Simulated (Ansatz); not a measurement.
Consider the substitution at a C–C bond: `N=C(F)C=O` + `OC(F)[SiH3]` → `O=COC(F)[SiH3]` + `N=CF`.

Isolated molecules relaxed with PBE0-D4/def2-TZVP in Ansatz; ΔE leaves out vibrations. CCSD(T)/CBS is the MP2 limit (def2-TZVPP, def2-QZVPP) plus CCSD(T) − MP2 in def2-TZVPP, frozen cores. This one scheme is used for every species. DFT in def2-TZVPP. B3LYP here is the variant with VWN-RPA as its local correlation; programs differ in this. One conformer a species, not always the lowest.

Question: Is it downhill or uphill in electronic energy at CCSD(T)/CBS, and by how much? (An estimate is asked.)

Answer: Computed: Downhill: ΔE = -35.5 kJ/mol.

Question: What do these levels give: PBE-D4, r2SCAN-D4, PBE0-D4, ωB97M-V, B3LYP, CCSD(T)/def2-TZVPP? (Best estimate.)

Answer: Ansatz gave: PBE-D4 -38.6, r2SCAN-D4 -41.0, PBE0-D4 -38.3, ωB97M-V -38.6, B3LYP -37.4, CCSD(T)/def2-TZVPP -37.1 kJ/mol.

Largest T1 diagnostic among the species: 0.015.
